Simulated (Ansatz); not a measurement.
Basis-set extrapolation for `O=C[SiH2]CS` (PBE0-D4/def2-TZVP geometry, frozen core, Ansatz). Multiplicity 1, RHF reference.

```
                      def2-TZVPP   def2-QZVPP
                 HF  -840.618109  -840.645461
    MP2 correlation    -0.860298    -0.925067
CCSD(T) correlation    -0.951143      not run
```

Energies in hartree. Use E(X) = E(∞) + A·exp(−7.88·√X) for Hartree–Fock and E(X) = E(∞) + B·X^(−2.97) for correlation, with X = 3 and 4, and add CCSD(T) minus MP2 of the smaller set to the MP2 limit.

Task: What is the CCSD(T) energy at the basis-set limit?

Result: HF limit: -840.645461 + (-0.027352) × 0.13774 = -840.64923. MP2 limit: -0.925067 + (-0.064769) × 0.74074 = -0.97304. Higher-order term: -0.951143 − (-0.860298) = -0.09084. Total: -841.71311 hartree, 90.3 kcal/mol below CCSD(T)/def2-TZVPP.
